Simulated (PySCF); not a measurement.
C₆ coefficients of unlike pairs at UHF

Calculated with PySCF 2.14 from the dipole response of each species, C₆(A,B) = (3/π) ∫ α_A(iu) α_B(iu) du, in atomic units, from isotropic polarisabilities. For ions this is the dispersion term alone; charge-induced terms of lower order in 1/R come first.

```
species           configuration                                                                 basis      relativity  α (bohr³)  C₆ (like pair)
    Al⁺           [Ne] 3s2 (1S)                                              aug-cc-pV(D+d)Z (5s4p3d)            none      26.36           139.6
   Co²⁺           [Ar] 3d7 (4F)                                              aug-cc-pVTZ (8s7p5d3f2g)            none      2.829           7.942
    Ir⁺  [Xe] 4f14 5d7 6s1 (5F)  def2-TZVPPD with the def2 core potential (60 electrons) (6s5p3d2f1g)  core potential      27.48           209.1
    F²⁺       [He] 2s2 2p3 (4S)                                               dyall-acv3z (15s9p4d2f)   spin-free X2C      1.268           1.554
```

Problem. Estimate C₆ for F²⁺ with Al⁺.

Solution. The integral gives 11.05. The combination rule 2 C_A C_B / (C_A α_B/α_A + C_B α_A/α_B) gives 11.12 and the geometric mean 14.73.

No spin-orbit coupling is included.

The other pairs:

| pair | C₆ |
| --- | --- |
| Ir⁺, Al⁺ | 164.6 |
| F²⁺, Ir⁺ | 16.19 |
| F²⁺, Co²⁺ | 3.511 |
| Ir⁺, Co²⁺ | 36.37 |
| Co²⁺, Al⁺ | 24.74 |
